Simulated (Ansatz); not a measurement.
C2H8AlN, singlet, at a GFN2-xTB geometry (such geometries of metal compounds can be far from the true shape); SC-NEVPT2/6-31G, CASSCF(2,3) run with Ansatz (a program for electronic structure).

Input for Ansatz:
Ansatz 0.2 input:
```yaml
crystal:
  periodic: [false, false, false]
  atoms:
    - {symbol: Al, position_ang: [-0.65561810, 0.62379236, 0.28047236]}
    - {symbol: H, position_ang: [-2.05406485, 1.24855277, 0.10760609]}
    - {symbol: C, position_ang: [0.28050885, -0.08036133, -1.34985206]}
    - {symbol: C, position_ang: [0.85264919, -1.49798897, -1.17385262]}
    - {symbol: H, position_ang: [1.10667603, 0.57922373, -1.65652680]}
    - {symbol: H, position_ang: [-0.41356800, -0.08183353, -2.20421347]}
    - {symbol: H, position_ang: [0.05397944, -2.21607569, -0.99189897]}
    - {symbol: H, position_ang: [1.53218490, -1.53596801, -0.32307271]}
    - {symbol: H, position_ang: [1.40356078, -1.81798646, -2.05965156]}
    - {symbol: N, position_ang: [-0.03194867, 0.57564758, 1.94326840]}
    - {symbol: H, position_ang: [-0.52433137, 0.96333919, 2.74013049]}
    - {symbol: H, position_ang: [0.84329095, 0.19201605, 2.28083534]}
basis:
  gaussian:
    orbitals: 6-31G
magnetization: {spin_polarized: false}
correlation: {method: sc_nevpt2, electrons: all, active_space: {window: {electrons: 2, orbitals: 3}}}
```

Output, abridged:

```
Functional definition: HF
780 factors; integrals over basis functions are off by at most 2.4e-4 eV
mean field evaluation 1: about -10247.3860 eV, gradient 3.7e1 eV
mean field evaluation 2: about -10247.3856 eV, gradient 3.7e1 eV
mean field evaluation 4: about -10250.5912 eV, gradient 2.7e0 eV
mean field evaluation 8: about -10250.6163 eV, gradient 9.3e-5 eV
mean field -10250.61633116 eV, -376.7032020528 hartree, gradient 1.4e-6 eV, S^2 0.000000; 0 other end points of the search recorded, 0 dependent functions left out
reference -10250.61633116 eV, -376.7032020528 hartree; 20, 20 occupied and 36, 36 virtual orbitals, 780 factors
state -10251.17286235 eV, -376.7236541969 hartree
state -10251.17286235 eV, -376.7236541969 hartree; corrected -10259.99243791 eV, -377.0477676204 hartree
state -10251.05844317 eV, -376.7194493696 hartree
state -10251.05844317 eV, -376.7194493696 hartree; corrected -10259.93424636 eV, -377.0456291205 hartree
state -10251.17286235 eV, -376.7236541969 hartree; corrected -10259.99243791 eV, -377.0477676204 hartree
2 active orbitals were swapped for others, from the solution at -10251.05843893 eV, -376.7194492136 hartree to that at -10251.17285992 eV, -376.7236541075 hartree; typed "places" are swapped only where nearly empty or full, and so, without "given_window_search", are "orbital_numbers", "shells" and a window whose orbitals a file names under [Active]
Total energy: -10259.99243791 eV, -377.0477676204 hartree
```
